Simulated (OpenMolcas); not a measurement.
**I3+: Slater's ratio, worked from levels**

```json
{
 "Program": "OpenMolcas 26.06",
 "Basis": "ANO-RCC-VDZ [6s5p2d]",
 "Scalar Hamiltonian": "DKH2, point nucleus",
 "Active space": "2 electrons in 3 orbitals (5p)",
 "State averaging": "2S+1 = 3 even, 3 roots; 2S+1 = 1 even, 6 roots",
 "Spin-orbit coupling": "RASSI with atomic mean-field integrals over the reference wave functions, term energies averaged over their components"
}
```

Methods: CASSCF; SS-CASPT2, IPEA 0.25 Eh, imaginary shift 0.1 Eh (closed shells correlated: 4d 5s).

**Slater's ratio.** With one set of orbitals, p2 has ¹D - ³P = 6 F2 and ¹S - ¹D = 9 F2 (F2 = F²/25), a ratio of 3/2. Term energies are centres of gravity, weighted by 2J + 1.

| Source | ¹D - ³P | ¹S - ³P | F2 from the first | Ratio |
| --- | --- | --- | --- | --- |
| CASSCF | 15907 | 33892 | 2651 | 1.131 |
| SS-CASPT2 | 15809 | 29433 | 2635 | 0.862 |

Energies in cm-1. A ratio away from 3/2 shows effects beyond one configuration with one set of orbitals, and in heavier atoms second-order spin-orbit shifts.

CASPT2 breaks the degeneracy within a term, and the mean is taken; among the terms shown or strongly mixed into the levels shown the widest spread is 93 cm-1 (5s² 5p² ¹D, SS-CASPT2). With the s shell closed, the reference lacks s² → p² mixing. The basis is small and was not contracted for so high a charge. Only configurations of the active space appear.
